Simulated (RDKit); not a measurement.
RDKit input (UFF):

```python
from rdkit import Chem
from rdkit.Chem import AllChem, rdDetermineBonds

mol = Chem.MolFromXYZFile('mol.xyz')
rdDetermineBonds.DetermineBonds(mol, charge=-1)
print('SMILES', Chem.MolToSmiles(Chem.RemoveHs(mol)))
ff = AllChem.UFFGetMoleculeForceField(mol)
e0 = ff.CalcEnergy()
flag = ff.Minimize(maxIts=5000, forceTol=1e-5)
print(f'energy {e0:.4f} -> {ff.CalcEnergy():.4f} kcal/mol, converged: {flag == 0}')
print(Chem.MolToXYZBlock(mol))
```
mol.xyz:
```
5

B     -0.69550610     0.84456933    -0.96910073
H     -1.34476674     0.15754573    -1.73723420
O     -0.52308448     2.08483335    -0.86299569
Se     0.23658860    -0.62929762     0.36130393
H      0.96296081     0.33705993     1.20236960
```

Q: Which steric energies does it print, before and after the minimisation?

A: 37.60 and 5.92 kcal/mol. They count from the force field's own zero for this bonding and are no heats of formation.
